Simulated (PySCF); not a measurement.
Species: C₅H₁₄FPSi₂.
Atom-mapped SMILES: `[F:1][Si@@H:2]([SiH2:3][PH2:4])[CH:5]1[CH2:6][CH2:7][CH2:8][CH2:9]1`

Geometry (GFN2-xTB, Å), atoms numbered from 1 in this order:
```
atom  x, y, z in Å
F1     1.1503   -1.0653    2.6760
Si2    0.9632    0.1380    1.6022
Si3    3.0520    0.5114    0.6804
P4     2.8255    1.3610   -1.3876
C5    -0.3371   -0.4381    0.3394
C6    -0.7877    0.6627   -0.6225
C7    -2.0511    0.0957   -1.2794
C8    -2.6292   -0.9145   -0.2680
C9    -1.6694   -0.9074    0.9288
H10    0.4001    1.1890    2.4512
H11    3.9188   -0.6787    0.6534
H12    3.8223    1.5281    1.4102
H13    4.1751    1.3351   -1.6723
H14    2.6169    0.1415   -2.0050
H15    0.0691   -1.2616   -0.2611
H16   -0.0188    0.9228   -1.3525
H17   -1.0334    1.5653   -0.0601
H18   -2.7637    0.8850   -1.5155
H19   -1.7956   -0.4079   -2.2123
H20   -3.6402   -0.6466    0.0362
H21   -2.6709   -1.9099   -0.7113
H22   -2.0123   -0.1945    1.6807
H23   -1.5887   -1.8839    1.4034
```

NICS = −σ at a ghost point: NICS(0) at the centroid of the ring atoms, NICS(1) 1 Å to either side along the normal of their mean plane, zz for the tensor component along that normal. Level: GIAO PBE0/pcSseg-1 (PySCF, non-relativistic, gas phase) on the GFN2-xTB geometry, one conformer.

Ring bond lengths (Å), with Mayer bond orders in brackets: C5–C6 1.530 (1.00), C6–C7 1.533 (1.04), C7–C8 1.542 (1.02), C8–C9 1.534 (1.04), C9–C5 1.531 (1.00).

What do the NICS probes read (ppm)?

```csv
ring,type,NICS(0),"NICS(1), two faces","NICS(1)zz, two faces",rms pucker (Å),"centre to ring atoms, mean (Å)"
C5–C6–C7–C8–C9,5-membered carbocycle; formal bonds all single,-6.2,-4.6 / -4.3,-5.1 / -4.6,0.19,1.28
```

What do they say, and how far can they be read as aromaticity?

- C5–C6–C7–C8–C9: mean NICS(1)zz -4.8 ppm, shielded. C5, C6, C7, C8, C9 have four or more neighbours; no verdict on aromaticity is drawn.
